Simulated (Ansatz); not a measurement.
`[OH][Ge]([Cl])([Cl])[Cl]` + H–F → `[OH][Ge]([F])([Cl])[Cl]` + HCl at 298.15 K and 1 bar (ligand exchange at a Ge–Cl bond).

Calculated with Ansatz (gas phase, PBE0-D4/def2-TZVP geometries, no zero-point term in ΔE). CBS: MP2 limit from def2 TZ/QZ plus the TZ coupled-cluster correction, frozen cores. This one scheme is used for every species. For Ge outer-core shells are correlated without core-valence functions, which leaves a few kJ/mol of doubt a bond. Scalar relativity is left out up to krypton. Each species was taken in one conformer, which may not be the lowest.

```csv
species,CCSD(T)/CBS energy (Eh),H − E (kJ/mol),S (J/(mol·K))
`[OH][Ge]([Cl])([Cl])[Cl]`,-3531.37835,69.4,371.9
H–F,-100.39570,33.5,173.6
`[OH][Ge]([F])([Cl])[Cl]`,-3171.38906,71.0,360.7
HCl,-460.38127,26.6,186.8
```

H − E and S are ideal-gas, rigid-rotor, harmonic terms from PBE0-D4/def2-TZVP, for one conformer and one mirror image of each species. 1 Eh = 2625.50 kJ/mol, R = 8.31446 J/(mol·K).

Problem. By hand: ΔE, ΔH, ΔS and ΔG.

Solution. ΔE = (-3171.38906) + (-460.38127) − (-3531.37835) − (-100.39570) = 0.00372 Eh = 9.8 kJ/mol. Δ(H − E) = 71.0 + 26.6 − 69.4 − 33.5 = -5.3, so ΔH = 4.5 kJ/mol. ΔS = 360.7 + 186.8 − 371.9 − 173.6 = 2.0 J/(mol·K). ΔG = 4.5 − 298.15 × (2.0)/1000 = 3.9 kJ/mol.

Problem. By hand: the equilibrium constant, and the temperature at which ΔG would vanish if ΔH and ΔS stayed fixed.

Solution. log₁₀ K = −ΔG/(RT ln 10) = -0.7. ΔG = 0 at ΔH/ΔS = 2250 K, though so small a ΔH makes that figure unsure.

The number of gas molecules stays the same, so ΔS is small and ΔH decides. The sign of ΔG lies within the doubt. A doubt of 5 kJ/mol in ΔE shifts log₁₀ K by 0.9 here. Other conformers and mirror images would add mixing entropy, several J/(mol·K) or more a flexible species. These are equilibria of isolated gas molecules and say nothing of rates. Largest T1 diagnostic: 0.011 (customary marks: 0.02 for closed shells, 0.045 for open ones).
